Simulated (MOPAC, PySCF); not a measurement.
CH$_{5}$NSi, SMILES `C=[SiH]N` (C–Si–N–H torsion 180°), neutral singlet in the gas phase. 

Cartesian coordinates (Å):
```xyz
8

C     -1.4902    -0.3261     0.0717
Si    -0.0338     0.5000    -0.1939
N      1.4751    -0.1825    -0.5507
H     -2.3857     0.2432     0.2912
H     -1.6087    -1.4018     0.0406
H      0.1028     1.9687    -0.1450
H      2.3027     0.3701    -0.6952
H      1.6378    -1.1717    -0.6387
```
Charge 0, spin multiplicity 1.

All levels are single points at this geometry (r2SCAN-D4/def2-TZVP); Pople sets use spherical d functions. Orbital energies aren't observables, and empty levels follow the basis.

B3LYP/3-21G in PySCF gives gap (eV) = 5.59.

Problem. Estimate the gap (eV) from each of these levels: r2SCAN-D4/def2-TZVP in PySCF; B3LYP/6-311+G** in PySCF; B3LYP/6-31G* in PySCF; B3LYP/LANL2DZ in PySCF; M06-2X/6-31G* in PySCF; PBE/6-31G* in PySCF; SVWN5/6-31G* in PySCF; HF/6-31G* in PySCF; HF/STO-3G in PySCF; AM1 in MOPAC; PM3 in MOPAC; PM7 in MOPAC.

Solution. 
```csv
level,gap (eV)
r2SCAN-D4/def2-TZVP in PySCF,4.31
B3LYP/6-311+G** in PySCF,5.07
B3LYP/6-31G* in PySCF,5.57
B3LYP/LANL2DZ in PySCF,5.41
M06-2X/6-31G* in PySCF,7.83
PBE/6-31G* in PySCF,4.07
SVWN5/6-31G* in PySCF,4.03
HF/6-31G* in PySCF,11.55
HF/STO-3G in PySCF,13.31
AM1 in MOPAC,8.30
PM3 in MOPAC,7.60
PM7 in MOPAC,8.11
```
